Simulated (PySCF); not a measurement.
The 21-electron isoelectronic series, spin-free X2C

Calculated with PySCF 2.14 from differences of total energies of unrestricted determinants, without spin-orbit coupling. Each ion has its own even-tempered basis scaled to its charge (18s12p8d4f3g for the first); frozen: [Ne]. Ionisation energies in eV, correlation energies of the ion in mhartree.

```json
{"ion": "Ba(35+)", "configuration": "[Ar] 3d3 (4F)", "UHF": "2346.1", "LDA": "2345.8", "PBE": "2345.8", "PBE0": "2346.3", "r2SCAN": "2347.4", "MP2 (outer shells)": "2346.2", "E_corr MP2": "-460.8", "NIST (with spin-orbit, Breit and QED)": "2349 ± 5 (t)"}
{"ion": "Ce(37+)", "configuration": "[Ar] 3d3 (4F)", "UHF": "2594.2", "LDA": "2593.8", "PBE": "2593.8", "PBE0": "2594.3", "r2SCAN": "2595.5", "MP2 (outer shells)": "2594.3", "E_corr MP2": "-463.8", "NIST (with spin-orbit, Breit and QED)": "2600 ± 4 (t)"}
{"ion": "Pr(38+)", "configuration": "[Ar] 3d3 (4F)", "UHF": "2722.8", "LDA": "2722.4", "PBE": "2722.4", "PBE0": "2722.9", "r2SCAN": "2724.2", "MP2 (outer shells)": "2722.9", "E_corr MP2": "-465.0", "NIST (with spin-orbit, Breit and QED)": "2729 ± 4 (t)"}
{"ion": "Nd(39+)", "configuration": "[Ar] 3d3 (4F)", "UHF": "2854.6", "LDA": "2854.1", "PBE": "2854.1", "PBE0": "2854.7", "r2SCAN": "2855.9", "MP2 (outer shells)": "2854.7", "E_corr MP2": "-466.2", "NIST (with spin-orbit, Breit and QED)": "2861 ± 4 (t)"}
{"ion": "Pm(40+)", "configuration": "[Ar] 3d3 (4F)", "UHF": "2989.5", "LDA": "2988.9", "PBE": "2988.9", "PBE0": "2989.5", "r2SCAN": "2990.8", "MP2 (outer shells)": "2989.6", "E_corr MP2": "-468.2", "NIST (with spin-orbit, Breit and QED)": "2997 ± 4 (t)"}
{"ion": "Sm(41+)", "configuration": "[Ar] 3d3 (4F)", "UHF": "3127.4", "LDA": "3126.8", "PBE": "3126.8", "PBE0": "3127.4", "r2SCAN": "3128.7", "MP2 (outer shells)": "3127.5", "E_corr MP2": "-469.6", "NIST (with spin-orbit, Breit and QED)": "3137 ± 4 (t)"}
{"ion": "Eu(42+)", "configuration": "[Ar] 3d3 (4F)", "UHF": "3268.5", "LDA": "3267.8", "PBE": "3267.9", "PBE0": "3268.5", "r2SCAN": "3269.8", "MP2 (outer shells)": "3268.6", "E_corr MP2": "-470.2", "NIST (with spin-orbit, Breit and QED)": "3279 ± 4 (t)"}
{"ion": "Gd(43+)", "configuration": "[Ar] 3d3 (4F)", "UHF": "3412.7", "LDA": "3411.9", "PBE": "3412.0", "PBE0": "3412.6", "r2SCAN": "3414.0", "MP2 (outer shells)": "3412.7", "E_corr MP2": "-472.5", "NIST (with spin-orbit, Breit and QED)": "3424 ± 4 (t)"}
{"ion": "Dy(45+)", "configuration": "[Ar] 3d3 (4F)", "UHF": "3710.4", "LDA": "3709.4", "PBE": "3709.5", "PBE0": "3710.2", "r2SCAN": "3711.6", "MP2 (outer shells)": "3710.4", "E_corr MP2": "-474.8", "NIST (with spin-orbit, Breit and QED)": "3725 ± 4 (t)"}
```

(1) Interpolate the row of Tb(44+).

Each ion has its own basis, which adds noise of up to about 0.1 % along the series.

NIST values marked (s) are semi-empirical, (t) theoretical. Open shells are high-spin determinants of the terms that Hund's rules give; for the heavier ions, far from LS coupling, these are not the ground levels.

Spin-orbit coupling of the open shells is absent from the calculated values and included in NIST's; it grows fast with Z.

Results:

(1) configuration [Ar] 3d3 (4F); UHF 3560.0; LDA 3559.1; PBE 3559.2; PBE0 3559.8; r2SCAN 3561.2; MP2 (outer shells) 3560.0; E_corr MP2 -473.6; NIST (with spin-orbit, Breit and QED) 3573 ± 4 (t).
